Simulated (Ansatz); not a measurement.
Species: CCl3F, charge 0, singlet. CCl3F (trichloro(fluoro)methane, SMILES FC(Cl)(Cl)Cl).
B3LYP-D3(BJ)/def2-TZVP minimum from Ansatz (a first-principles code):
```xyz
5

F     -0.0146    -0.0321     1.5911
C     -0.0023    -0.0051     0.2508
Cl     1.5277    -0.7112    -0.3108
Cl    -1.3807    -0.9552    -0.3423
Cl    -0.1384     1.6852    -0.2777
```
Charge 0, spin multiplicity 1.

Total energies in hartree (Ansatz). UHF or UKS for unpaired electrons; spin-orbit terms are left out. Correlated methods leave the cores frozen. No relativity.

| species | HF/cc-pV(T+d)Z | CCSD(T)/cc-pV(T+d)Z | HF/cc-pV(Q+d)Z | CCSD(T)/cc-pV(Q+d)Z | CCSD(T)/cc-pV(D+d)Z | CCSDT(Q)/cc-pV(D+d)Z |
|---|---|---|---|---|---|---|
| 1: CCl3F (SMILES ClC(F)(Cl)Cl) | -1515.88535 | -1516.95436 | -1515.90703 | -1517.06877 | -1516.59211 | -1516.59482 |
| 2: F (doublet) | -99.40552 | -99.62036 | -99.41377 | -99.65026 | -99.52757 | -99.52776 |
| 3: C (triplet) | -37.69157 | -37.78076 | -37.69331 | -37.78654 | -37.76038 | -37.76071 |
| 4: Cl (doublet) | -459.48556 | -459.67356 | -459.48916 | -459.69449 | -459.60403 | -459.60445 |

Task: Work out the atomisation energy (electronic, to ground-state atoms) in kcal/mol: take Hartree-Fock from cc-pV(Q+d)Z, extrapolate the CCSD(T) correlation energy as X^-3 (X = 3, 4), and add CCSDT(Q) - CCSD(T) in cc-pV(D+d)Z. 1 hartree = 627.51 kcal/mol.

Result: 
Species 1: correlation (64·(-1.16174) - 27·(-1.06901))/37 = -1.22941; step -0.00271; E1 = -1515.90703 + (-1.22941) + (-0.00271) = -1517.13915
Species 2: correlation (64·(-0.23649) - 27·(-0.21484))/37 = -0.25229; step -0.00019; E2 = -99.41377 + (-0.25229) + (-0.00019) = -99.66625
Species 3: correlation (64·(-0.09323) - 27·(-0.08919))/37 = -0.09618; step -0.00033; E3 = -37.69331 + (-0.09618) + (-0.00033) = -37.78982
Species 4: correlation (64·(-0.20533) - 27·(-0.18800))/37 = -0.21798; step -0.00042; E4 = -459.48916 + (-0.21798) + (-0.00042) = -459.70756
-1·E1 +1·E2 +1·E3 +3·E4 = 0.56040 hartree = 351.7 kcal/mol.
